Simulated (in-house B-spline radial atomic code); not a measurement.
Values are calculated unless marked as measured or tabulated.
# C6 from the polarisability at imaginary frequency: neutral barium

B3LYP (VWN-RPA) linear response of the closed shell [Xe] 6s2, from an all-electron radial atomic-structure program (B-spline basis); scalar-relativistic (spin-free one-electron X2C), finite nucleus, no spin-orbit coupling; shells from n = 4 respond.

The dispersion coefficient of two like species is C6 = (3/π) ∫ α(iu)² du from 0 to ∞.

```json
{"u (hartree)": "0", "α(iu) (bohr³)": "253.1"}
{"u (hartree)": "0.03", "α(iu) (bohr³)": "230"}
{"u (hartree)": "0.07", "α(iu) (bohr³)": "165.1"}
{"u (hartree)": "0.12", "α(iu) (bohr³)": "101.7"}
{"u (hartree)": "0.2", "α(iu) (bohr³)": "53.74"}
{"u (hartree)": "0.3", "α(iu) (bohr³)": "31.19"}
{"u (hartree)": "0.45", "α(iu) (bohr³)": "18.55"}
{"u (hartree)": "0.7", "α(iu) (bohr³)": "10.78"}
{"u (hartree)": "1", "α(iu) (bohr³)": "6.841"}
{"u (hartree)": "1.5", "α(iu) (bohr³)": "3.92"}
{"u (hartree)": "2.5", "α(iu) (bohr³)": "1.867"}
{"u (hartree)": "5", "α(iu) (bohr³)": "0.656"}
```

Fit one oscillator, α(iu) = α(0)/(1 + u²/ω²), through u = 0.3 and estimate C6.

From α(0)/α(iu) − 1 = 253.1/31.19 − 1 = 7.1148, ω = u/√7.1148 = 0.1125 hartree (3.1 eV). London's formula gives C6 = (3/4) α(0)² ω = 0.75 × 253.1² × 0.1125 = 5404 hartree·bohr⁶, and the oscillator holds f = α(0) ω² = 3.20 electrons, of a sum of oscillator strengths of 30.1.

How does that compare with the full integral?

The program's quadrature over all excitations gives C6 = 4837, so the single oscillator is off by +11.7 %. At the last point the fit gives α = 0.128 against 0.656: higher excitations, and deeper shells where there are any, keep the true curve higher at large u.
